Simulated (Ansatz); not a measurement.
[closo-1-(OH)B7H6]2- (B7OH7²⁻). Charge -2, multiplicity 1. Geometry PBE0-D4/def2-SVPD; atoms count from 1.

Cartesian coordinates in Å:
```
B -0.622 1.198 0.628
B 0.390 1.224 -0.694
B -0.764 -0.187 -0.538
B 0.430 -1.258 0.343
B 1.034 -0.296 -0.874
B 1.013 0.406 0.807
B -0.581 -0.332 1.280
H -1.261 2.148 1.060
H 0.615 2.194 -1.407
O -1.879 -0.584 -1.398
H -1.630 -1.433 -1.763
H 0.687 -2.445 0.514
H 1.813 -0.651 -1.751
H 1.954 0.725 1.523
H -1.198 -0.709 2.269
```

A multiply charged anion in the gas phase is held together partly by the finite basis. The highest occupied level of the charge -2 singlet lies above zero (up to 2.57 eV). The electron is either unbound and held by the finite basis, or the level is raised by self-interaction error.

(1) Estimate the Mulliken populations from the PBE0/def2-TZVPD orbitals of Ansatz.

(2) And the Mayer bond orders between heavy atoms (over 0.3)?

Results:

(1) 
| atom | charge (e) |
| --- | --- |
| B1 | 0.09 |
| B2 | 0.26 |
| B3 | -0.37 |
| B4 | 0.13 |
| B5 | 0.23 |
| B6 | -0.94 |
| B7 | 0.35 |
| H8 | -0.18 |
| H9 | -0.18 |
| O10 | -0.93 |
| H11 | 0.21 |
| H12 | -0.18 |
| H13 | -0.18 |
| H14 | -0.12 |
| H15 | -0.19 |
Mulliken values depend strongly on the basis. With diffuse functions, as here, like atoms can get unlike values, and bond orders can come out too low or too high.

(2) B1–B2 0.50 (1.66 Å); B1–B3 0.77 (1.82 Å); B1–B4 0.62 (2.69 Å); B1–B5 0.60 (2.69 Å); B1–B6 0.83 (1.83 Å); B1–B7 0.44 (1.66 Å); B2–B3 0.73 (1.83 Å); B2–B4 0.36 (2.69 Å); B2–B5 0.49 (1.66 Å); B2–B6 0.73 (1.82 Å); B2–B7 0.47 (2.70 Å); B3–B4 0.83 (1.83 Å); B3–B5 0.77 (1.83 Å); B3–B6 0.96 (2.31 Å); B3–B7 0.68 (1.83 Å); B4–B5 0.49 (1.67 Å); B4–B6 0.74 (1.82 Å); B4–B7 0.49 (1.66 Å); B5–B6 0.71 (1.82 Å); B6–B7 0.68 (1.82 Å).
